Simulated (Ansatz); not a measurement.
The first iterations of a band of ClH4NOSn (8 atoms, charge 0, multiplicity 1).

Level of theory: RKS CAM-B3LYP-D4/def2-SVP (Ansatz 0.2.0).

```yaml
movable_images: 9
climbing_image: yes
spring: 5.0 eV/Å²
optimiser: quadratic models (default)
start_path: straight line
force_threshold: 0.03 eV/Å
iteration_limit: 60
end_points: relaxed
```

Image 0:

```xyz
8
Properties=species:S:1:pos:R:3
N -0.454 1.496 0.236
Sn 0.192 -0.393 0.387
O 1.504 -0.578 -1.065
Cl -1.464 -1.998 -0.130
H -1.197 1.776 0.872
H -0.691 1.787 -0.710
H 0.819 -0.754 1.924
H 1.385 -1.393 -1.569
```

Image 10:

```xyz
8
Properties=species:S:1:pos:R:3
N 0.182 0.393 1.097
Sn 0.815 -1.347 -0.459
O 0.723 0.254 -1.691
Cl -1.611 -1.720 -0.530
H -0.810 0.239 1.286
H 0.266 1.149 0.410
H 0.665 0.646 1.959
H -0.137 0.329 -2.128
```

| iteration | highest image above the first end (eV) | largest band force component (eV/Å) |
| --- | --- | --- |
| 1 | 3.395 | 6.345 |
| 2 | 2.087 | 1.702 |
| 3 | 1.858 | 2.159 |

**Question.** Does the band converge within its limit, and where does its top end?

**Answer.** The run converged. It ended after 10 iterations with the highest image 2.015 eV above the first end. Neighbouring images differ by up to 1.6 eV, so the band resolves the path poorly. Another band between the same ends (9 images) ends at a top of the same energy, where a vibrational analysis finds 1 clearly imaginary mode. The orbitals stay closed-shell, which can raise the energy where a bond breaks towards radicals; this wasn't checked here.

The run took 2.4 min on 2 threads of Intel(R) Xeon(R) 6975P-C (Granite Rapids) (shared host), peak memory 0.27 GiB.
